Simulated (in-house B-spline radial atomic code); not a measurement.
Response of Te V (Te4+) as one setting changes: the share of exact exchange in a PBE hybrid. A dash marks a strongly mixed or unbound state. Computed with an all-electron radial atomic-structure program (B-spline basis): linear response of the closed shell [Kr] 4d10 5s2 with the functional's adiabatic kernel; scalar-relativistic (spin-free one-electron X2C), finite nucleus, no spin-orbit coupling, no double excitations, S, P, D and F terms only; shells from n = 3 respond. Only terms of natural parity with L up to 3 were computed.

| share of exact exchange in a PBE hybrid | lowest 1P (eV) | lowest 3P, Tamm-Dancoff (eV) | minus highest occupied level (eV) | α (bohr³) |
| --- | --- | --- | --- | --- |
| 0 | 5s → 5p 14.044 | 5s → 5p 10.537 | 53.20 | 7.582 |
| 0.1 | 5s → 5p 13.918 | 5s → 5p 10.383 | 53.63 | 7.701 |
| 0.2 | 5s → 5p 13.792 | 5s → 5p 10.230 | 54.06 | 7.826 |
| 0.3 | ? | ? | ? | ? |
| 0.4 | 5s → 5p 13.535 | 5s → 5p 9.923 | 54.91 | 8.089 |
| 0.5 | 5s → 5p 13.404 | 5s → 5p 9.770 | 55.34 | 8.229 |
| 0.6 | 5s → 5p 13.272 | 5s → 5p 9.618 | 55.76 | 8.375 |
| 0.7 | 5s → 5p 13.139 | 5s → 5p 9.465 | 56.18 | 8.526 |
| 0.8 | 5s → 5p 13.004 | 5s → 5p 9.313 | 56.60 | 8.684 |
| 0.9 | ? | ? | ? | ? |
| 1 | 5s → 5p 12.730 | 5s → 5p 9.010 | 57.43 | 9.021 |

(1) What belongs in the row for 0.3?

(2) What belongs in the row for 0.9?

Answers

(1) lowest 1P (eV): 5s → 5p 13.664; lowest 3P, Tamm-Dancoff (eV): 5s → 5p 10.076; minus highest occupied level (eV): 54.49; α (bohr³): 7.955.

(2) lowest 1P (eV): 5s → 5p 12.868; lowest 3P, Tamm-Dancoff (eV): 5s → 5p 9.161; minus highest occupied level (eV): 57.02; α (bohr³): 8.849.
